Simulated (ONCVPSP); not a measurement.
## Before and after: ONCV potential for magnesium (Mg)

| Item | Value |
| --- | --- |
| Element | Mg |
| Generator | ONCVPSP 4.0.1 |
| Type | optimised norm-conserving Vanderbilt (ONCV) |
| Functional | BLYP |
| Relativity | scalar-relativistic |
| Frozen core | [Ne] |
| Valence charge | 2 |
| Reference configuration | 3s2 |
| Partial waves | 3s: rc 2.25 bohr, ncon 5, nbas 9, qcut 2.6 1/bohr, 2 projectors, debl 3 Ha; p scattering state at 0.26 Ha: rc 2.15 bohr, ncon 4, nbas 7, qcut 3.4 1/bohr, 2 projectors, debl 3.6 Ha; d scattering state at 0.05 Ha: rc 2.00 bohr, ncon 4, nbas 8, qcut 5.4 1/bohr, 2 projectors, debl 3.6 Ha |
| Local potential | polynomial inside 1.55 bohr (lpopt 5, dvloc0 0 Ha) |
| Core correction | none |

Change: core [He], valence charge 10; reference 2s2 2p6 3s1.5; waves now 2s+3s: rc 1.35 bohr, ncon 5, nbas 8, qcut 10.3 1/bohr, 2 projectors; 2p: rc 0.60 bohr, ncon 4, nbas 7, qcut 11.5 1/bohr, 2 projectors, debl 2.2 Ha; d scattering state at 0.46 Ha: rc 1.20 bohr, ncon 5, nbas 9, qcut 7.2 1/bohr, 2 projectors, debl 2.8 Ha; local potential polynomial inside 0.45 bohr (lpopt 5, dvloc0 3 Ha).

Cutoffs: the cutoffs (Ha) at which the residual kinetic energy of the hardest occupied pseudo-wave falls to 1 and 0.1 mHa per electron; they do not see the model core or the augmentation charge, which bear on the density cutoff. Errors are all-electron minus pseudo energies relative to the spin-unpolarised reference configuration.

Task: What does the change do?

Result: The potential gets harder (4.1 Ha and 23 Ha → 398 Ha and 500 Ha); the number of tests with a reliable result goes from 3 to 4; neither file shows a bound ghost. The added semicore shells are compact, so their waves need more plane waves. Several settings change at once here, so the effects cannot be laid on one of them.

```tsv
quantity	base	changed
cutoff, loose	4.1 Ha	398 Ha
cutoff, tight	23 Ha	500 Ha
bound ghosts	none	none
GHOST(+) flags under 300 eV	s at 111.9 eV	d at 270.9 eV
tests with a reliable result	3 of 4	4 of 4
```

Base: The cutoffs count occupied waves only; projector 2 of the d channel, the hardest unoccupied one, needs 40 Ha at the loose tolerance.
